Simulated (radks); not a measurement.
Q: Ionisation ladder of barium, from Ba XXIII to Ba XLIV. Each ion is in the ground configuration listed by NIST, and IE = E(next ion) - E(this ion). All-electron calculation, non-relativistic Kohn-Sham, TPSS, spin-polarised, spherical densities, point nucleus; open shells are filled with parallel spins first (spin-orbit coupling, left out, can overturn this in heavy ions); meta-GGA in the generalised Kohn-Sham scheme; relativity is left out, which matters for an element this heavy. Program: a radial shooting solver on a logarithmic mesh with Libxc functionals.

species         configuration  IE, Delta-SCF (eV)  -e(HOMO) (eV)     HOMO  <r> HOMO (bohr)
Ba XXIII    [Ar] 3d10 4s2 4p4              710.70         694.56  4p down            0.643
Ba XXIV     [Ar] 3d10 4s2 4p3              754.81         737.59    4p up            0.636
Ba XXV      [Ar] 3d10 4s2 4p2              789.16         772.02    4p up            0.631
Ba XXVI     [Ar] 3d10 4s2 4p1              822.99         806.23    4p up            0.625
Ba XXVII        [Ar] 3d10 4s2              908.23         891.93       4s            0.617
Ba XXVIII       [Ar] 3d10 4s1                   ?         930.48    4s up            0.612
Ba XXIX             [Ar] 3d10              1703.9         1662.3       3d            0.259
Ba XXX               [Ar] 3d9              1787.8         1745.6  3d down            0.256
Ba XXXI              [Ar] 3d8                   ?         1830.1  3d down            0.253
Ba XXXII             [Ar] 3d7              1959.0         1915.7  3d down            0.251
Ba XXXIII            [Ar] 3d6              2045.9         2002.3  3d down            0.248
Ba XXXIV             [Ar] 3d5              2161.1         2115.5    3d up            0.244
Ba XXXV              [Ar] 3d4              2252.9         2206.8    3d up            0.242
Ba XXXVI             [Ar] 3d3              2345.8         2299.1    3d up            0.239
Ba XXXVII            [Ar] 3d2                   ?         2392.5    3d up            0.237
Ba XXXVIII           [Ar] 3d1                   ?         2486.9    3d up            0.235
Ba XXXIX                 [Ar]              2799.0         2757.8       3p            0.267
Ba XL            [Ne] 3s2 3p5              2881.0         2840.1  3p down            0.265
Ba XLI           [Ne] 3s2 3p4              2961.6         2921.7  3p down            0.264
Ba XLII          [Ne] 3s2 3p3              3071.4         3028.9    3p up            0.261
Ba XLIII         [Ne] 3s2 3p2              3155.9         3113.8    3p up            0.260
Ba XLIV          [Ne] 3s2 3p1              3238.9         3197.8    3p up            0.258

Estimate the withheld Delta-SCF values.

A: Ba XXVIII: 946.99 eV (NIST 976.6); Ba XXXI: 1872.9 eV (NIST 1864); Ba XXXVII: 2439.6 eV (NIST 2452); Ba XXXVIII: 2534.3 eV (NIST 2547).
